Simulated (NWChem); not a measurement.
Molecule: CrNHSClF; SMILES [NH]=[Cr]([F])(=[S])[Cl]

Program: NWChem. Structure relaxed at the B3LYP/6-31G* (spherical d) level. Level M06-2X/def2-SVP: energy and gradient on several grids; changes count from the extra-fine grid, which is no exact limit either.

```
grid     size of the energy change (μHa)  largest change of a gradient component (μHa/bohr)
-------  -------------------------------  -------------------------------------------------
xcoarse                             9000                                               4000
coarse                               200                                                600
medium                                10                                                 50
fine                                < 10                                                100
xfine                               < 10                                               < 30
```
